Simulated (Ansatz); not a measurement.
Start from `FC(F)(F)C[O][Ti]([F])([F])[F]` and change one atom or group to get `CC[O][Ti]([F])([F])[F]`.

Ansatz, PBE0-D4/def2-TZVP geometries, multiplicity 1. Each molecule was computed in one conformer, which needn't be the lowest.

Outer-core shells of Ti are correlated without core-valence functions. Scalar relativity is left out up to krypton.

| property | `FC(F)(F)C[O][Ti]([F])([F])[F]` |
| --- | --- |
| LUMO energy (ωB97M-V/def2-TZVPP) / eV | -0.28 |
| HOMO energy (PBE/def2-TZVPP) / eV | -8.32 |
| HOMO–LUMO gap (PBE0/def2-TZVPP) / eV | 7.39 |
| vertical ionisation energy (CCSD(T)/def2-TZVPP) / eV | 12.30 |
| HOMO–LUMO gap (B3LYP/def2-TZVPP) / eV | 6.85 |
| HOMO–LUMO gap (ωB97M-V/def2-TZVPP) / eV | 12.10 |

**Question.** What does the change do to each property? (Estimate.)

**Answer.** The calculation gave: 
| property | `CC[O][Ti]([F])([F])[F]` | shift |
| --- | --- | --- |
| LUMO energy (ωB97M-V/def2-TZVPP) / eV | 0.26 | 0.54 |
| HOMO energy (PBE/def2-TZVPP) / eV | -7.73 | 0.59 |
| HOMO–LUMO gap (PBE0/def2-TZVPP) / eV | 7.23 | -0.16 |
| vertical ionisation energy (CCSD(T)/def2-TZVPP) / eV | 11.65 | -0.65 |
| HOMO–LUMO gap (B3LYP/def2-TZVPP) / eV | 6.71 | -0.14 |
| HOMO–LUMO gap (ωB97M-V/def2-TZVPP) / eV | 11.90 | -0.20 |

With PBE0 the HOMO rises by 0.71 eV and the LUMO rises by 0.55 eV, so the gap narrows by about 0.16 eV. PBE moves the HOMO by 0.59 eV and ωB97M-V by 0.73 eV.

B3LYP here is the variant with VWN-RPA as its local correlation; programs differ in this.
